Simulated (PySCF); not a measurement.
# Computed structure and properties of [Nd(NH2)2]+

System: [Nd(NH2)2]+ (singlet in the valence; each metal's 4f electrons, 3 of them, lie in its core potential, out of spins and levels); start: displaced along the imaginary mode (C1). Method: PySCF 2.14.0, RKS PBE, Nd lcecp-1-SVP with ECP49, N def2-SVP, H def2-SVP; non-relativistic Hamiltonian with scalar-relativistic core potentials where named; density fitting; no spin-orbit coupling.

Input of the relaxation:

```python
mol = gto.M(atom='''
Nd    -0.00399    -0.04093     0.00000
N      0.03367     0.17775     2.23239
H      0.51119     0.77926     2.93336
H     -0.62837    -0.36030     2.83405
N      0.00068     0.17454    -2.23239
H      0.67074    -0.34475    -2.84287
H     -0.46883     0.79482    -2.92454''',
    basis={'Nd': 'lcecp-1-SVP', 'N': 'def2-SVP', 'H': 'def2-SVP'},
    ecp={'Nd': 'lcecp-1-SVP'},
    charge=1, spin=0)
mf = dft.RKS(mol, xc='PBE')
mf.grids.atom_grid = (50, 194)  # f atoms: unpruned, at least (60, 302)
mf = mf.density_fit()  # fitting sets: Nd AutoAux, N def2-universal-JKFIT, H def2-universal-JKFIT
mf.conv_tol = 1e-08; mf.max_cycle = 55
mf.kernel(dm0)  # dm0: converged density of the start geometry
# quasi-Newton relaxation in Cartesian coordinates to a largest gradient under 0.00045 Eh/bohr, steps kept in the point group
```

Run from Python with OMP_NUM_THREADS=2; the lines above give its settings. Where DIIS fails, smearing, a level shift and second-order steps follow.
It took 110 s on 2 threads of Intel(R) Xeon(R) Platinum 8375C CPU @ 2.90GHz (Ice Lake), with other jobs on the host, from the converged density of the start.

Course of the relaxation:

| step | energy above end (eV) | largest force component within the symmetry (eV/Å) |
| --- | --- | --- |
| 0 | 1.1566 | 0.401 |
| 1 | 1.1183 | 0.496 |
| 2 | 0.8618 | 0.794 |
| 3 | 0.5922 | 1.006 |
| 4 | 0.5246 | 0.938 |
| 5 | 0.4128 | 0.547 |
| 6 | 0.3831 | 2.196 |
| 7 | 0.3212 | 1.892 |
| 23 | 0.0010 | 0.135 |
| 24 | 0.0007 | 0.047 |
| 25 | 0.0005 | 0.046 |
| 26 | 0.0003 | 0.054 |
| 27 | 0.0000 | 0.022 |
| 28 | 0.0000 | 0.017 |
(The steps between are left out.)

Relaxed geometry (C2v):

```xyz
7

Nd   -0.0533   -1.2070   -0.0076
N    -0.1067    0.1157    1.6679
H    -0.0521    1.1424    1.5730
H    -0.1809   -0.0745    2.6795
N     0.1313    0.1250   -1.6660
H     0.2056   -0.0737   -2.6762
H     0.1712    1.1525   -1.5707
```

```csv
contact,Å
Nd1–N2 (NH2),2.135
Nd1–N5 (NH2),2.135
```

On the finer grid (75, 302):

```json
{
  "HOMO": "-10.31 eV",
  "LUMO": "-7.07 eV",
  "Dipole about the centre of mass": "2.25 D",
  "Set of Mulliken populations of Nd1 outside the core potential": "s 2.18, p 6.11, d 1.59, f 0.06",
  "D3(BJ) dispersion energy (not in the energies)": "-0.106 eV"
}
```

```csv
atom,Mulliken (e),Löwdin (e),spin (e)
Nd1,1.06,0.92,0.00
N2,-0.37,-0.18,0.00
H3,0.17,0.11,0.00
H4,0.17,0.11,0.00
N5,-0.37,-0.18,0.00
H6,0.17,0.11,0.00
H7,0.17,0.11,0.00
```

The 4f levels lie in the core potential and are missing. Their spin isn't counted.

On the grid (50, 194), as all that follows. Harmonic modes: a minimum; lowest 131 cm⁻¹ (negative: unstable), highest 3484 cm⁻¹, zero-point energy 1.263 eV.

Taking off one NH2 (charge -1, singlet; the rest: singlet) in vacuum, both parts rigid, costs 16.89 eV; the small basis without counterpoise inflates it. Most of it is the attraction of opposite charges; other ways to part are cheaper, and one spin state was tried for the rest.

Rigid scan of NH2 along the line from its metal:

```
distance to N2 (Å)  energy (eV)
              1.84        1.212
              1.94        0.468
              2.04        0.102
              2.14        0.000
              2.24        0.079
              2.34        0.280
              2.54        0.880
              2.84        1.929
              3.24        3.173
              3.74        4.271
```

One start shape was tried, so this needn't be the lowest isomer.

An lcecp potential fixes the number of 4f electrons, so in runs with it no electron can move into or out of that shell.
